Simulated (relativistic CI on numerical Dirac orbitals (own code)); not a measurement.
**Line list: Electric-dipole lines, Zr34+**

Calculated at this level of theory: Dirac-Coulomb-Breit CI, separate exchange-only KLI orbitals for each configuration, QED by a radiative potential, unscaled Slater integrals (own radial code, finite nucleus).

Configurations in the expansion (outside the closed core 1s2): 2s2.2p2, 2s.2p3, 2p4, 2p3.3s, 2p3.3p, 2p3.3d, 2s2.2p.3s, 2s2.2p.3p, 2s2.2p.3d, 2s.2p2.3s, 2s.2p2.3p, 2s.2p2.3d, 2s2.2p.4s, 2s2.2p.4p, 2s2.2p.4d, 2s2.2p.4f. Levels of other configurations are missing.

```csv
λ vac (Å),Lower,Upper,A (s⁻¹),gf,Branching (%)
4.6223,2s2.2p2 3P_1 [2],2s2.2p.3d 1D°_2 [48],5.45e+13,8.73e-01,55.6
4.6284,2s.2p3 3D°_2 [8],2s.2p2.3d 3D_2 [140],8.06e+13,1.29e+00,64.2
4.6294,2s2.2p2 3P_0 [1],2s2.2p.3d 3D°_1 [31],1.47e+14,1.42e+00,88.1
4.6353,2s2.2p2 1D_2 [3],2s2.2p.3d 3D°_3 [52],1.10e+14,2.49e+00,93.1
4.6407,2s.2p3 5S°_2 [5],2s.2p2.3d 5P_1 [98],1.65e+14,1.60e+00,96.9
4.6443,2s.2p3 5S°_2 [5],2s.2p2.3d 5P_2 [96],1.32e+14,2.14e+00,89.7
4.6445,2s.2p3 5S°_2 [5],2s.2p2.3d 5D_3 [95],6.13e+13,1.39e+00,50.0
4.6454,2s.2p3 3D°_1 [7],2s.2p2.3d 3F_2 [121],1.41e+14,2.28e+00,90.7
4.6486,2s.2p3 1D°_2 [12],2s.2p2.3d 3F_3 [161],7.54e+13,1.71e+00,89.7
4.6546,2s.2p3 3D°_3 [9],2s.2p2.3d 3F_4 [144],9.31e+13,2.72e+00,99.8
4.6692,2s.2p3 3D°_3 [9],2s.2p2.3d 3D_3 [139],7.99e+13,1.83e+00,63.3
4.6721,2s.2p3 3D°_3 [9],2s.2p2.3d 3F_4 [137],4.21e+13,1.24e+00,99.9
4.6908,2s.2p3 5S°_2 [5],2s.2p2.3d 5F_3 [83],4.79e+13,1.11e+00,88.0
4.7583,2s.2p3 3P°_2 [14],2s.2p2.3d 1F_3 [173],1.70e+14,4.04e+00,85.3
4.7655,2s2.2p2 3P_2 [4],2s2.2p.3d 1F°_3 [60],1.82e+14,4.33e+00,89.3
4.7699,2s.2p3 3D°_2 [8],2s.2p2.3d 3D_3 [103],4.48e+13,1.07e+00,44.2
4.7715,2s2.2p2 3P_1 [2],2s2.2p.3d 3P°_2 [32],9.34e+13,1.59e+00,88.7
4.7857,2s2.2p2 3P_2 [4],2s2.2p.3d 3P°_2 [57],6.03e+13,1.04e+00,71.6
4.7918,2s2.2p2 1D_2 [3],2s2.2p.3d 3F°_3 [34],9.02e+13,2.17e+00,99.9
4.7978,2s.2p3 5S°_2 [5],2s.2p2.3d 5D_3 [59],7.16e+13,1.73e+00,98.2
4.8015,2s.2p3 1P°_1 [15],2s.2p2.3d 1D_2 [181],1.87e+14,3.24e+00,87.3
4.8032,2s.2p3 3P°_1 [11],2s.2p2.3d 3D_2 [124],8.33e+13,1.44e+00,62.0
4.8050,2s.2p3 3D°_3 [9],2s.2p2.3d 3F_4 [104],1.27e+14,3.96e+00,99.9
4.8099,2s2.2p2 1S_0 [6],2s2.2p.3d 1P°_1 [61],1.26e+14,1.31e+00,92.8
4.8110,2s.2p3 3D°_2 [8],2s.2p2.3d 3F_3 [90],5.20e+13,1.26e+00,63.5
4.8182,2s.2p3 1D°_2 [12],2s.2p2.3d 3F_3 [126],1.11e+14,2.70e+00,91.4
4.8343,2s.2p3 3P°_2 [14],2s.2p2.3d 3P_2 [153],1.18e+14,2.07e+00,84.6
4.8428,2s.2p3 3P°_2 [14],2s.2p2.3d 3D_3 [150],7.89e+13,1.94e+00,75.4
4.8440,2p4 3P_2 [16],2p3.3d 3D°_3 [183],1.21e+14,2.99e+00,99.5
4.8664,2s.2p3 3D°_1 [7],2s.2p2.3d 3F_2 [64],7.13e+13,1.27e+00,95.9
```

Terms are leading LS components. Brackets give the number of a level in order of energy, since labels repeat. The list gives strong lines, with weight on those to low levels, without lines whose two gauges differ by over a factor of 2.5, among the lowest 200 of 274 levels, so that lines to higher ones, which can be the strongest, are missing. Levels whose partners in the same complex of configurations lie outside the list can be far off, and so can their lines. Rates are taken at the computed energies, electric ones in the length gauge.

At this charge energies of transitions that change n are usually good to better than 1 %, and those within a shell (Δn = 0) to a few per cent.

LS names give the leading component of a level, which can be under half, so a name can repeat, a term be missing and a line seem to break the LS rules.
